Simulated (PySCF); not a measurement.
Molecule: SMILES CC[CH2][AlH2], C$_{3}$H$_{9}$Al.

Structure with atom numbers: `[CH3:1][CH2:2][CH2:3][AlH2:4]`. Hydrogens are named by the atom that carries them.

Geometry PBE0-D3(BJ)/def2-SVP throughout; GIAO in PySCF, gas phase, one conformer, non-relativistic; equivalent atoms averaged; functional PBE0.

**Question.** How do the shifts δ (against TMS, AlH4- at the same level) depend on the basis set? (ppm; last column core-seconds on 1 thread of an Arm Neoverse V1, shared host)

**Answer.** 
```csv
basis set,functions,C1,C3,C2,Al4,H(Al4),H(C2),H(C1),H(C3),core-s
pcSseg-0,58,23.7,21.6,20.6,258.4,6.70,1.76,1.02,0.63,3.7
6-31G*,78,21.4,20.0,21.0,217.8,6.19,1.87,0.96,0.48,5.2
cc-pVDZ,105,22.1,22.3,23.3,209.2,5.77,1.77,0.89,0.67,6.7
def2-SVP,105,20.7,19.4,19.8,212.1,5.65,1.64,0.82,0.47,6.4
pcSseg-1,120,22.1,20.4,22.0,230.8,5.52,1.74,0.95,0.56,7.9
"6-311+G(2d,p)",170,20.9,20.8,21.9,231.2,5.74,1.78,0.91,0.59,13
aug-cc-pVDZ,177,20.8,21.9,23.0,211.9,5.83,1.89,1.00,0.77,14
def2-TZVP,184,21.7,21.4,22.6,226.9,5.68,1.79,0.93,0.60,14
IGLO-III,239,21.9,21.5,22.8,221.3,5.55,1.81,0.94,0.61,21
cc-pVTZ,250,21.5,20.9,22.5,226.5,5.54,1.80,0.93,0.62,23
```

**Question.** Which nucleus moves most, in ppm?

**Answer.** Al4 (aluminium bonded to C, 2 H): from 209.2 ppm with cc-pVDZ to 258.4 ppm with pcSseg-0. The smallest spread is 0.21 ppm, at H(C1). Proton shifts span only some 12 ppm, so a few tenths of a ppm matter as much there as several ppm in carbon.

**Question.** Taking the largest basis, cc-pVTZ (250 functions), as the yardstick, rank the others by their worst heavy-atom deviation.

**Answer.** def2-TZVP 0.4 ppm (184 functions), pcSseg-1 4.3 ppm (120 functions), 6-311+G(2d,p) 4.7 ppm (170 functions), IGLO-III 5.2 ppm (239 functions), 6-31G* 8.7 ppm (78 functions), def2-SVP 14.4 ppm (105 functions), aug-cc-pVDZ 14.6 ppm (177 functions), cc-pVDZ 17.3 ppm (105 functions), pcSseg-0 31.9 ppm (58 functions).

A small basis that lands close on one nucleus may do so by chance; judge by the trend and by all nuclei.
